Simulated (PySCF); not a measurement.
# Excitation energy of Sr by level of theory

Sr [Kr] 5s2 (1S) → Sr [Kr] 5p2 (3P), as a difference of total energies. Calculation: PySCF 2.14, in aug-cc-pVTZ-X2C (8s7p5d2f, 68 functions); the spin-free X2C one-electron Hamiltonian (Gaussian nucleus). Correlated levels: valence: [Kr] frozen. The calculations carry no spin-orbit coupling.

```tsv
method	excitation energy (cm⁻¹)
UHF	31288
MP2 (valence)	34343
SCS-MP2 (valence)	35821
CCSD (valence)	33353
```

Errors of the correlated levels include the incompleteness of this basis and the frozen core.

With two correlated electrons CCSD is exact in that space.

The coupled-cluster amplitudes are large for the upper state (T1 above 0.03 or a double amplitude above 0.15), so a single reference is strained.

Problem. Which method comes closest to the reference value, and which is furthest?

Solution. The reference is 35530 cm⁻¹ (measured; NIST levels, between the centres of gravity of the two terms). Closest: SCS-MP2 (valence) (error 291.21 cm⁻¹); furthest: UHF (error -4241.7 cm⁻¹).
